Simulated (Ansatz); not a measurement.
A run on C₄H₅F₅O, SMILES `FC[C@@H](F)[C@@H](F)OC(F)F` with other settings.

```yaml
crystal:
  periodic: [false, false, false]
  atoms:
    - {symbol: F, position_ang: [0.233499, 3.285719, 0.259976]}
    - {symbol: C, position_ang: [0.549070, 1.690907, 0.743952]}
    - {symbol: C, position_ang: [0.665124, 1.309608, -0.577093]}
    - {symbol: F, position_ang: [1.615348, 1.219411, -1.571820]}
    - {symbol: C, position_ang: [0.423746, -0.716563, -0.417686]}
    - {symbol: F, position_ang: [1.496617, -0.620872, 0.645185]}
    - {symbol: O, position_ang: [-0.666697, -0.801211, 0.196418]}
    - {symbol: C, position_ang: [-1.333365, -2.169811, 0.483418]}
    - {symbol: F, position_ang: [-2.322572, -2.322594, 1.064082]}
    - {symbol: F, position_ang: [-1.416041, -2.562295, -0.723097]}
    - {symbol: H, position_ang: [1.518250, 2.006421, 1.093578]}
    - {symbol: H, position_ang: [0.050522, 1.685680, 1.152957]}
    - {symbol: H, position_ang: [-0.120568, 1.295892, -1.197996]}
    - {symbol: H, position_ang: [0.492761, -1.043579, -1.498394]}
    - {symbol: H, position_ang: [-0.638582, -2.812127, 0.823041]}
basis:
  gaussian: {orbitals: cc-pVTZ}
hamiltonian: {xc: {name: wB97X-V}}
scf: {lower_state_search: light}
```

```sh
$ ansatz run in.yaml --threads 4 --pin off --events-out ev --progress --plain --max-ram 66560MiB --backend cuda --devices 0, --max-vram 37GiB
```

Shortened log:

```
Functional definition: wB97X-V
1853 factors; their error is unknown
422 factors; integrals over basis functions are off by at most 4.8e-6 eV
mean field evaluation 1: about -19834.4173 eV, gradient 7.2e1 eV
mean field evaluation 2: about -19830.2602 eV, gradient 9.5e1 eV
mean field evaluation 4: about -19844.2954 eV, gradient 7.8e0 eV
mean field evaluation 8: about -19844.4523 eV, gradient 3.8e-1 eV
mean field evaluation 16: about -19844.4147 eV, gradient 1.1e-3 eV
mean field -19844.41472605 eV, -729.2687901548 hartree, gradient 2.0e-5 eV, S^2 0.000000; 0 other end points of the search recorded, 0 dependent functions left out
reference -19844.41472429 eV, -729.2687900901 hartree; 41, 41 occupied and 329, 329 virtual orbitals, 1853 factors
Total energy: -19844.41472429 eV, -729.2687900901 hartree
```

Run time 4.1 s (4 threads of an AMD EPYC 7R13 on a shared host and a share of an NVIDIA H100 80 GB); peak host memory 0.92 GiB.
